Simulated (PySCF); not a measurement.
Start geometry of `C[C@@H]([SiH3])[GeH3]` from GFN2-xTB (Å):
```
atom  x, y, z in Å
C1    -0.1337    1.3464   -0.9377
C2    -0.0466    0.3639    0.1992
Si3   -1.5591   -0.8072    0.2676
Ge4    1.6798   -0.6510    0.0588
H5    -1.0629    1.9635   -0.8611
H6    -0.1880    0.8624   -1.9042
H7     0.7098    2.0487   -0.9530
H8     0.0143    0.9255    1.1407
H9    -2.7554    0.0104    0.4318
H10   -1.6124   -1.5925   -0.9486
H11   -1.4064   -1.6970    1.4402
H12    1.8484   -1.5971    1.2145
H13    2.8107    0.2714    0.0264
H14    1.6944   -1.4625   -1.1875
```

Task: What comes out of this run: PBE0-D3(BJ)/def2-SVP geometry optimisation, gas phase (PySCF 2.14.0)?

Result: 
```
atom  x, y, z in Å
C1    -0.0848    1.6183   -0.8464
C2     0.0386    0.6072    0.2986
Si3   -1.4806   -0.5014    0.4407
Ge4    1.6896   -0.4523    0.1398
H5    -0.9758    2.2575   -0.7314
H6    -0.1716    1.1148   -1.8233
H7     0.7904    2.2861   -0.9026
H8     0.1292    1.1397    1.2630
H9    -2.7182    0.3263    0.6041
H10   -1.6335   -1.3262   -0.7991
H11   -1.3605   -1.4218    1.6134
H12    1.8488   -1.4049    1.3400
H13    2.8997    0.5022    0.0847
H14    1.6551   -1.2803   -1.1604
```

The energy falls by 4.9 kcal/mol over 5 energy and gradient evaluations, the largest force component goes from 0.0340 to 3.0e-04 Eh/bohr, and the atoms move by 0.041 Å rms after alignment. The bond that changes most is Ge4–H13 (ends: germanium bonded to C and 3 H; Ge–H hydrogen), which lengthens by 0.083 Å. Bonds longer at the end by more than 0.005 Å: 9 of 13; shorter: 3. Among the angles that change most is H9–Si3–H10, from 111.6° to 108.1°. Rotational constants go from 5149, 1842, 1454 to 5049, 1897, 1482 MHz. The orientation of the end geometry is arbitrary; only internal coordinates are fixed.

The run used 128 basis functions and 29 SCF cycles in all. The run took 45 s on one thread, Arm Neoverse V1 (aarch64), no GPU (shared host), and the process peaked at 0.51 GiB of memory.

No PBE0-D3(BJ)/def2-SVP frequencies stand behind this structure, so it isn't proved a minimum.
